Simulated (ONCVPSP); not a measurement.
What one change does to a pseudopotential (argon, ONCV)

Ar, optimised norm-conserving Vanderbilt (ONCV), made with ONCVPSP 4.0.1 (PBE, scalar-relativistic). Core [Ne], reference 3s2 3p6. Waves: 3s: rc 1.00 bohr, ncon 4, nbas 8, qcut 5.9 1/bohr, 2 projectors, debl 3.5 Ha; 3p: rc 1.40 bohr, ncon 4, nbas 7, qcut 6.8 1/bohr, 1 projector; d scattering state at 0.29 Ha: rc 1.25 bohr, ncon 4, nbas 7, qcut 9.2 1/bohr, 2 projectors, debl 3.4 Ha. Local part: polynomial inside 0.75 bohr (lpopt 1, dvloc0 0 Ha). Core correction: none.

All-electron outer shells of the reference configuration (PBE, scalar-relativistic, ld1.x):

```
shell  level (eV)  outermost node (bohr)  outermost maximum (bohr)
   2s     -296.99                   0.12                      0.34
   2p     -229.89                      –                      0.28
   3s      -24.29                   0.52                      1.17
   3p      -10.27                   0.49                      1.30
```

Change: p: nbas 9.

Cutoffs: the cutoffs (Ha) at which the residual kinetic energy of the hardest occupied pseudo-wave falls to 1 and 0.1 mHa per electron; they do not see the model core or the augmentation charge, which bear on the density cutoff. Errors are all-electron minus pseudo energies relative to the spin-unpolarised reference configuration.

Question: Predict the effect on cutoff, ghosts and configuration errors.

Answer: The potential gets neither clearly harder nor softer (33 Ha and 165 Ha → 33 Ha and 165 Ha); the s channel sets the loose cutoff, while the largest relative change is in p, which becomes softer; the errors of the 4 common tests hardly move; neither file shows a bound ghost.

| quantity | base | changed |
| --- | --- | --- |
| cutoff, loose | 33 Ha | 33 Ha |
| cutoff, tight | 165 Ha | 165 Ha |
| loose cutoff by channel | s 33 Ha, p 13 Ha | s 33 Ha, p 9.7 Ha |
| bound ghosts | none | none |
| GHOST(+) flags under 300 eV | s at 157.0 eV | s at 157.0 eV |
| error for 3s2 3p5, meV [ΔE 16.06 eV] | +3.0 | +3.0 |
| error for 3s2 3p4, meV [ΔE 44.72 eV] | +23 | +23 |
| error for 3s2 3p3, meV [ΔE 87.30 eV] | +77 | +76 |
| error for 3s2 3p5.5, meV [ΔE 6.55 eV] | +0.2 | +0.2 |
| s: phases at 1.01 bohr within 0.05 rad from the reference energy up to (Ha; the scan ends near 5) | to the end of the scan | to the end of the scan |
| p: phases at 1.43 bohr within 0.05 rad from the reference energy up to (Ha; the scan ends near 5) | 2.9 | 2.8 |
| d: phases at 1.27 bohr within 0.05 rad from the reference energy up to (Ha; the scan ends near 5) | to the end of the scan | to the end of the scan |
